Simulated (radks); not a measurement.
Species: Sr2+. Configuration: [Kr].

Calculated with a radial shooting solver on a logarithmic mesh with Libxc functionals: Dirac Kohn-Sham, BLYP, spin-unpolarised, spherical densities, finite nucleus; Fermi nuclear charge, rms radius 4.224 fm.

Energy parts (eV):
total: -86522.053
kinetic: 89128.468
electron-nucleus: -208273.371
Hartree: 35487.025
exchange-correlation: -2864.175

Orbitals (lengths in bohr, moments of r in powers of bohr; r(max) is where P^2 peaks):
| orbital | occ. | eigenvalue (eV) | r(max) | <r> | <1/r> | <r^2> |
|---|---|---|---|---|---|---|
| 1s1/2 | 2 | -15948.08 | 0.02553 | 0.03916 | 39.00 | 0.002067 |
| 2s1/2 | 2 | -2171.190 | 0.1452 | 0.1722 | 8.779 | 0.03501 |
| 2p1/2 | 2 | -1977.492 | 0.1136 | 0.1475 | 8.753 | 0.02669 |
| 2p3/2 | 4 | -1909.036 | 0.1171 | 0.1516 | 8.412 | 0.02809 |
| 3s1/2 | 2 | -347.2977 | 0.4359 | 0.4921 | 2.934 | 0.2781 |
| 3p1/2 | 2 | -276.9766 | 0.4247 | 0.4915 | 2.825 | 0.2823 |
| 3p3/2 | 4 | -266.4776 | 0.4337 | 0.5019 | 2.743 | 0.2942 |
| 3d3/2 | 4 | -142.9678 | 0.3747 | 0.4962 | 2.521 | 0.3003 |
| 3d5/2 | 6 | -141.1354 | 0.3774 | 0.4999 | 2.500 | 0.3047 |
| 4s1/2 | 2 | -54.5371 | 1.188 | 1.351 | 0.9982 | 2.073 |
| 4p1/2 | 2 | -37.1289 | 1.303 | 1.529 | 0.8715 | 2.690 |
| 4p3/2 | 4 | -35.9366 | 1.330 | 1.562 | 0.8503 | 2.805 |

The highest occupied level is 4p3/2 at -35.937 eV. For comparison, the ionisation energy in NIST's Atomic Spectra Database is 42.884 eV (measured). In exact Kohn-Sham theory the highest level is minus the ionisation energy, but local and semilocal functionals leave it too shallow, through self-interaction and a potential that decays too fast; potentials with the right tail come closer. The density falls to 0.001 e/bohr^3 at r = 3.35 bohr. The electron density at the nucleus is 6.099e+04 e/bohr^3.
